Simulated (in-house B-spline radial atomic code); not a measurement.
Configurations of neutral tantalum, with energies counted from [Xe] 4f14 5d3 6s2. All numbers are computed (Dirac-Hartree-Fock, average of configuration; Fermi nucleus of rms radius 5.3507 fm) with an all-electron radial atomic-structure program (B-spline basis), not measured. Energies include first-order Breit, QED and recoil terms.

Occupations are held fixed; configurations that lie above the ionisation limit could autoionise.

| configuration | E - E(ref) (eV) | highest orbital | its <r> (bohr) |
| --- | --- | --- | --- |
| [Xe] 4f14 5d2 6s2 7p1 | 4.9474 | 7p3/2 | 12.81 |
| [Xe] 4f14 5d2 6s2 9s1 | 5.823 | 9s1/2 | 30.35 |
| [Xe] 4f14 5d3 6s1 9p1 | 6.0325 | 9p3/2 | 38.11 |
| [Xe] 4f13 5d3 6s2 6p1 | 25.787 | 6p3/2 | 4.573 |
| [Kr] 4d10 4f14 5s2 5p5 5d3 6s2 6f1 | 44.92 | 6f5/2 | 31.36 |

Problem. Order these further configurations by energy, lowest first.
A. [Xe] 4f14 5d3 6s1 7g1
B. [Xe] 4f14 5d3 5g1 6s1
C. [Xe] 4f13 5d3 6s2 8p1
D. [Xe] 4f14 5d2 6s2 6f1
E. [Xe] 4f13 5d3 6s2 7g1

Solution. D (5.9537 eV), B (6.0174 eV), A (6.284 eV), C (29.404 eV), E (29.989 eV).

Problem. How far above the reference does [Xe] 4f14 5d2 5g1 6s2 lie?

Solution. 5.9551 eV; its least bound orbital is 5g9/2 with <r> = 27.5 bohr.
